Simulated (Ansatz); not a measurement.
```yaml
crystal:
  periodic: [false, false, false]
  atoms:
    - {symbol: C, position_ang: [-1.061326, 0.911502, 0.117644]}
    - {symbol: C, position_ang: [0.055922, 0.158219, -0.540888]}
    - {symbol: Al, position_ang: [1.411982, -0.911443, 0.402058]}
    - {symbol: Cl, position_ang: [-0.496486, -1.621132, -0.895588]}
    - {symbol: H, position_ang: [-1.958556, 0.981294, -0.503761]}
    - {symbol: H, position_ang: [-1.335023, 0.475662, 1.080313]}
    - {symbol: H, position_ang: [-0.705484, 1.930346, 0.305461]}
    - {symbol: H, position_ang: [0.291765, 0.534138, -1.535590]}
    - {symbol: H, position_ang: [1.135112, -1.213443, 1.932080]}
    - {symbol: H, position_ang: [2.745096, -1.296346, -0.358829]}
basis:
  gaussian: {orbitals: def2-SVPD}
magnetization: {spin_polarized: true, initial_magnetization: 2}
hamiltonian: {xc: {name: HF}}
correlation: {method: mp2, frozen_orbitals: {C: 0}}
accuracy: high
```

```sh
$ ansatz run in.yaml --threads 2 --pin off --events-out ev --progress --plain --max-ram 4352MiB
```

Output, abridged:

```
Functional definition: HF
Error: "frozen_orbitals" has no count for Al
```

In this input frozen orbitals are typed for one element alone, and the program wants a count for each. The input was rejected before any iteration.
